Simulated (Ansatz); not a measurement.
Geometry optimisation, RKS BHLYP-D4/def2-SVP in Ansatz.

input.yaml

```yaml
crystal:
  periodic: [false, false, false]
  atoms:
    - { symbol: O, position_ang: [-0.8568, 1.0123, -0.3674] }
    - { symbol: C, position_ang: [-0.1373, 0.1426, -0.0567] }
    - { symbol: Se, position_ang: [0.9831, -1.2198, 0.4109] }
basis:
  gaussian: { orbitals: def2-SVP }
hamiltonian:
  xc: { name: BHLYP }
  dispersion: d4
relax:
  f_tol: 0.02
  max_steps: 40
scf:
  lower_state_search: "off"
```

Launched with:

```bash
$ ansatz run input.yaml --threads 1 --pin off --max-ram 2048MiB --backend cpu --events-out ev --progress --plain --runs-dir out
```

Problem. Where does it end, and by what steps?

Solution. It converged. After 3 steps the energy has fallen by 0.276 eV; Se3 moved furthest, 0.09 Å.

| step | energy less start (eV) | largest force component (eV/Å) | accepted |
| --- | --- | --- | --- |
| 0 | 0.0000 | 3.063 | yes |
| 1 | -0.2540 | 1.200 | yes |
| 2 | -0.2755 | 0.216 | yes |
| 3 | -0.2760 | 0.015 | yes |

```xyz
3
Properties=species:S:1:pos:R:3
O -0.820 0.969 -0.350
C -0.120 0.120 -0.052
Se 0.930 -1.154 0.389
```

Whether the end is a true minimum wasn't checked by a vibrational analysis.

Run time: 5 s on 1 thread of Arm Neoverse V1, with other jobs on the host, peak memory 0.1 GiB.
